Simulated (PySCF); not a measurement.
**Question.** What does the GFN2-xTB structure of InChI=1S/C4H5FO5/c5-3-8-2-9-4(10-3)7-1-6/h1,3-4H,2H2/t3-,4+/m0/s1 look like in three dimensions?

**Answer.** 
```
atom  x, y, z in Å
O1     3.1709   -0.5627    0.0759
C2     2.5217    0.4325    0.0863
O3     1.1998    0.5246   -0.0865
C4     0.4718   -0.6789   -0.2830
O5    -0.3730   -0.5342   -1.3581
C6    -1.4290    0.3494   -1.0623
O7    -2.1457   -0.0949    0.0685
C8    -1.3231   -0.2626    1.1430
F9    -0.9340    0.9746    1.6140
O10   -0.2027   -1.0231    0.8910
H11    2.9132    1.4501    0.2342
H12    1.1691   -1.5011   -0.4940
H13   -1.0438    1.3666   -0.8936
H14   -2.1164    0.3184   -1.9073
H15   -1.8832   -0.7507    1.9500
```

Orientation and origin are arbitrary. Atoms count from 1 in this order. The C–O distances run from 1.188 Å (O1=C2, drawn double) to 1.420 Å (O3–C4, drawn single), a spread of 0.232 Å. O5 (cyclic ether oxygen) is bent (angle 111.2°). The 6-membered ring C4–O5–C6–O7–C8–O10 has internal angles of 110.6° to 114.5°; it is puckered, 0.20 Å rms from its mean plane, widest ring torsion 57°. O3 (ester single-bonded oxygen) is bent (angle 117.8°).

Bonds between heavy atoms (Å): O1=C2 1.188, C2–O3 1.336, O3–C4 1.420, C4–O5 1.375, O5–C6 1.408, C6–O7 1.411, O7–C8 1.364, C8–F9 1.380, C8–O10 1.377, C4–O10 1.397.

Computed geometry: GFN2-xTB, gas phase.

Point group: C1 (no symmetry element, even within 0.4 Å). Stationary, but not proved a minimum. One conformer, not necessarily the lowest (O1–C2–O3–C4 1°, C2–O3–C4–O5 -132°, O3–C4–O5–C6 -70°, C4–O5–C6–O7 -57°, O5–C6–O7–C8 56°, C6–O7–C8–F9 72°).
